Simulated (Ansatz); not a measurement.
Geometry optimisation, RKS PBE-D4/def2-SVP in Ansatz.

input.yaml

```yaml
crystal:
  periodic: [false, false, false]
  atoms:
    - { symbol: "N", position_ang: [0.2117, 0.6978, 1.4768] }
    - { symbol: Si, position_ang: [-0.4867, -0.4213, 0.4533] }
    - { symbol: "N", position_ang: [0.725, -0.632, -0.7007] }
    - { symbol: C, position_ang: [0.0817, -0.1005, -1.5933] }
    - { symbol: O, position_ang: [-1.1042, 0.2238, -0.9188] }
    - { symbol: H, position_ang: [0.18978, 0.41134, 2.3807] }
    - { symbol: H, position_ang: [-0.37318, 1.55818, 1.43678] }
    - { symbol: H, position_ang: [-1.0143, -1.6464, 0.9841] }
    - { symbol: H, position_ang: [0.0926, 0.1253, -2.6179] }
basis:
  gaussian: { orbitals: def2-SVP }
hamiltonian:
  xc: pbe
  dispersion: d4
relax:
  f_tol: 0.015
  max_steps: 40
```

Command:

```bash
$ ansatz run input.yaml --threads 1 --pin off --max-ram 2048MiB --backend cpu --events-out ev --progress --plain --runs-dir out
```

Where does it end, and by what steps?

The forces met the threshold. After 14 steps the energy has fallen by 2.112 eV; H7 moved furthest, 0.81 Å. The start is strongly strained (largest force component 8 eV/Å).

```json
{"step": "0", "energy less start (eV)": "0.0000", "largest force component (eV/Å)": "8.423", "accepted": "yes"}
{"step": "1", "energy less start (eV)": "-1.5132", "largest force component (eV/Å)": "2.701", "accepted": "yes"}
{"step": "2", "energy less start (eV)": "-1.8570", "largest force component (eV/Å)": "0.954", "accepted": "yes"}
{"step": "3", "energy less start (eV)": "-1.9094", "largest force component (eV/Å)": "0.674", "accepted": "yes"}
{"step": "4", "energy less start (eV)": "-1.9778", "largest force component (eV/Å)": "0.592", "accepted": "yes"}
{"step": "5", "energy less start (eV)": "-2.0464", "largest force component (eV/Å)": "0.492", "accepted": "yes"}
{"step": "6", "energy less start (eV)": "-2.0540", "largest force component (eV/Å)": "0.446", "accepted": "yes"}
{"step": "7", "energy less start (eV)": "-2.0986", "largest force component (eV/Å)": "0.260", "accepted": "yes"}
{"step": "8", "energy less start (eV)": "-2.1026", "largest force component (eV/Å)": "0.343", "accepted": "yes"}
{"step": "9", "energy less start (eV)": "-2.1096", "largest force component (eV/Å)": "0.201", "accepted": "yes"}
{"step": "10", "energy less start (eV)": "-2.1106", "largest force component (eV/Å)": "0.137", "accepted": "yes"}
{"step": "11", "energy less start (eV)": "-2.1106", "largest force component (eV/Å)": "0.130", "accepted": "yes"}
{"step": "12", "energy less start (eV)": "-2.1111", "largest force component (eV/Å)": "0.133", "accepted": "yes"}
{"step": "13", "energy less start (eV)": "-2.1118", "largest force component (eV/Å)": "0.020", "accepted": "yes"}
{"step": "14", "energy less start (eV)": "-2.1119", "largest force component (eV/Å)": "0.003", "accepted": "yes"}
```

```xyz
9
Properties=species:S:1:pos:R:3
N -0.027 0.667 1.693
Si -0.271 -0.422 0.407
N 0.935 -0.467 -0.915
C -0.077 -0.121 -1.655
O -1.264 0.098 -1.006
H -0.489 0.570 2.598
H 0.430 1.572 1.572
H -0.826 -1.690 0.965
H -0.088 0.007 -2.759
```

Whether the end is a true minimum wasn't checked by a vibrational analysis.

Time of the run: 57 s on 1 thread of Arm Neoverse V1, on a shared host, peak memory 0.27 GiB.
